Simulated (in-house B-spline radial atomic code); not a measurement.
Inner levels of terbium as electrons are removed. A shift is the extra binding of the orbital against the neutral atom ([Xe] 4f9 6s2). The density at the nucleus is averaged over the nuclear charge. Computed with an all-electron radial atomic-structure program (B-spline basis): Dirac-Hartree-Fock, average of the configuration, finite nuclei.

```csv
ion,configuration,shift of 1s1/2 (eV),radius of 1s1/2 (bohr),Σ<r²> (bohr²),change of density at nucleus (bohr⁻³)
Tb45+,[Ar] 3d2,2737.56,0.021502,0.60379,-629.91
Tb46+,[Ar] 3d1,2890.34,0.021502,0.55322,-256.63
Tb47+,[Ne] 3s2 3p6,3045.52,0.021502,0.50433,124.9
Tb48+,[Ne] 3s2 3p5,3207.29,0.021499,0.44581,419.18
Tb49+,[Ne] 3s2 3p4,3371,0.021496,0.38858,716.63
Tb50+,[Ne] 3s2 3p3,?,?,?,?
Tb51+,[Ne] 3s2 3p2,3704.22,0.02149,0.27788,1320.9
Tb52+,[Ne] 3s2 3p1,3873.73,0.021487,0.22433,1627.59
Tb53+,[Ne] 3s2,4045.17,0.021484,0.17195,1937.3
Tb54+,[Ne] 3s1,4209.45,0.021483,0.11826,-7625.87
Tb55+,[He] 2s2 2p6,?,?,?,?
Tb56+,[He] 2s2 2p5,4776.76,0.021467,0.057224,-16690.9
Tb57+,[He] 2s2 2p4,5182.93,0.021452,0.049136,-15974.4
Tb58+,[He] 2s2 2p3,5593.83,0.021437,0.041277,-15256.6
Tb59+,[He] 2s2 2p2,6009.45,0.021422,0.033639,-14537.9
Tb60+,[He] 2s2 2p1,6429.79,0.021406,0.026217,-13818.8
Tb61+,[He] 2s2,6854.85,0.02139,0.019002,-13099.5
Tb62+,[He] 2s1,7235.54,0.021388,0.010039,-52195.4
Tb63+,1s2,?,?,?,?
Tb64+,1s1,8826.21,0.02124,0.00061455,-363727
```

(1) Fill in the row of Tb50+.

(2) Fill in the row of Tb55+.

(3) Fill in the row of Tb63+.

Answers

(1) shift of 1s1/2 (eV): 3536.64; radius of 1s1/2 (bohr): 0.021493; Σ<r²> (bohr²): 0.33262; change of density at nucleus (bohr⁻³): 1017.22.

(2) shift of 1s1/2 (eV): 4375.31; radius of 1s1/2 (bohr): 0.021481; Σ<r²> (bohr²): 0.06555; change of density at nucleus (bohr⁻³): -17405.9.

(3) shift of 1s1/2 (eV): 7619.38; radius of 1s1/2 (bohr): 0.021379; Σ<r²> (bohr²): 0.0012459; change of density at nucleus (bohr⁻³): -92121.3.
